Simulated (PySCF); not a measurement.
## Diatomics of Br with group 13

CCSD(T) with triple-zeta basis sets in PySCF, for the lowest determinant that a PBE0 search found; no spin–orbit coupling. De refers to high-spin ground-configuration atoms.

```
 M         basis  reference, frozen orbitals  state (unpaired electrons)  Re (Å)  ωe (cm⁻¹)  De (eV)
 B    def2-TZVPP                     RHF, 10      singlet (closed shell)   1.897        691     4.46
Ga    def2-TZVPP                     RHF, 18      singlet (closed shell)   2.365        274     4.32
In  x2c-TZVPPall                     RHF, 27      singlet (closed shell)   2.556        224     4.08
Tl  x2c-TZVPPall                     RHF, 43      singlet (closed shell)   2.648        192     3.93
```

The row for M = Al is missing. Estimate Re, ωe and De as the mean of the rows for B and Ga, and compare with the calculation.

The means are 2.131 Å, 482 cm⁻¹ and 4.39 eV. RHF-CCSD(T) in def2-TZVPP gives AlBr as a singlet (closed shell) with Re = 2.315 Å, ωe = 380 cm⁻¹, De = 4.56 eV, so the estimate is off by -18.4 pm, +27 % and -0.17 eV.

The rows differ in basis set, which adds steps of its own.

Correlated steps freeze the inner cores (10 to 43 orbitals); shallow outer-core shells are correlated. Spin–orbit coupling is left out, which matters for elements this heavy, above all for dissociation energies. Where the molecule has an RHF reference, its open-shell atoms are computed with UHF.
